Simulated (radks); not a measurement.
Spherical quantum dot in the effective-mass picture: electrons in a hard-walled sphere of radius 1.66, all in effective atomic units (hartree* = m*/eps^2 hartree, bohr* = eps/m* bohr), one dielectric constant everywhere. Method: non-relativistic Kohn-Sham, exchange-only LDA, spin-polarised, spherical densities; computed with a radial shooting solver with Libxc functionals. Levels are named by radial order and angular momentum (1s, 1p, 1d, 2s, ...), and open shells are averaged over m. Each electron was tried in the lowest free levels, single moves between levels near the top were tried too, and the lowest total energy was kept; such a search can miss a lower state. At N = 1 the Hartree and exchange-correlation terms need not cancel, so that row can carry a self-interaction error.

\begin{tabular}{lrrrrrr}
N & open shells & 2S & E (hartree*) & addition energy mu(N+1) - mu(N) (hartree*) & e(HOMO) (hartree*) & rms radius (bohr*) \\ \hline
1 & 1s(up 1, down 0) & 1 & 1.86320 & 1.056 & 2.2436 & 0.8872 \\
2 & none & 0 & 4.78245 & 2.490 & 3.2838 & 0.9063 \\
3 & 1p(up 1, down 0) & 1 & 10.1912 & 0.7670 & 5.7857 & 0.9588 \\
4 & 1p(up 2, down 0) & 2 & 16.3670 & 0.7924 & 6.5696 & 0.9869 \\
5 & 1p(up 3, down 0) & 3 & 23.3352 & 1.084 & 7.3684 & 1.006 \\
6 & 1p(up 3, down 1) & 2 & 31.3877 & 0.7469 & 8.4192 & 1.020 \\
7 & 1p(up 3, down 2) & 1 & 40.1870 & 0.7730 & 9.1832 & 1.032 \\
8 & none & 0 & 49.7593 & 2.880 & 9.9632 & 1.041 \\
9 & 1d(up 1, down 0) & 1 & 62.2117 & 0.7470 & 12.825 & 1.056 \\
10 & 1d(up 2, down 0) & 2 & 75.4111 & 0.7529 & 13.575 & 1.069 \\
11 & 1d(up 3, down 0) & 3 & 89.3634 & 0.7566 & 14.330 & 1.079 \\
12 & 1d(up 4, down 0) & 4 & 104.072 & 0.7589 & 15.088 & 1.088 \\
13 & 1d(up 5, down 0) & 5 & 119.540 & 1.015 & 15.848 & 1.096 \\
14 & 1d(up 5, down 1) & 4 & 136.023 & 0.7355 & 16.849 & 1.103 \\
15 & 1d(up 5, down 2) & 3 & 153.242 & 0.7416 & 17.588 & 1.110 \\
16 & 1d(up 5, down 3) & 2 & 171.202 & 0.7456 & 18.332 & 1.115 \\
17 & 1d(up 5, down 4) & 1 & 189.907 & 0.7482 & 19.080 & 1.121 \\
18 & none & 0 & 209.361 & 3.046 & 19.829 & 1.126 \\
19 & 2s(up 1, down 0) & 1 & 231.862 & 0.9842 & 22.976 & 1.120 \\
20 & 2s(up 1, down 0) 1f(up 1, down 0) & 2 & 255.346 & 0.7292 & 23.849 & 1.127 \\
21 & 2s(up 1, down 0) 1f(up 2, down 0) & 3 & 279.560 & 0.7307 & 24.579 & 1.133 \\
22 & 2s(up 1, down 0) 1f(up 3, down 0) & 4 & 304.505 & 0.7319 & 25.311 & 1.138 \\
23 & 2s(up 1, down 0) 1f(up 4, down 0) & 5 & 330.181 & 0.7063 & 26.090 & 1.144 \\
24 & 1f(up 6, down 0) & 6 & 356.564 & 0.7159 & 26.732 & 1.158 \\
25 & 1f(up 7, down 0) & 7 & 383.662 & 0.8476 & 27.466 & 1.162 \\
26 & 2s(up 1, down 0) 1f(up 7, down 0) & 8 & 411.608 & 0.9089 & 28.424 & 1.157 \\
27 & 2s(up 1, down 0) 1f(up 7, down 1) & 7 & 440.464 & 0.7125 & 29.215 & 1.161 \\
28 & 1f(up 7, down 3) & 4 & 470.031 & 0.6696 & 29.874 & 1.173 \\
29 & 1f(up 7, down 4) & 3 & 500.268 & 0.7259 & 30.600 & 1.176 \\
30 & 1f(up 7, down 5) & 2 & 531.231 & 0.7267 & 31.326 & 1.179 \\
31 & 1f(up 7, down 6) & 1 & 562.921 & - & 32.053 & 1.182 \\
\end{tabular}

All shells are closed at N = 2, 8, 18 (there: 1s2 1p6 1d10); the second difference of the energy has clear peaks (12 % above both neighbours; the first and last values, which can be the largest, are not judged, and half-filled shells can peak too) at N = 2, 5, 8, 13, 18.
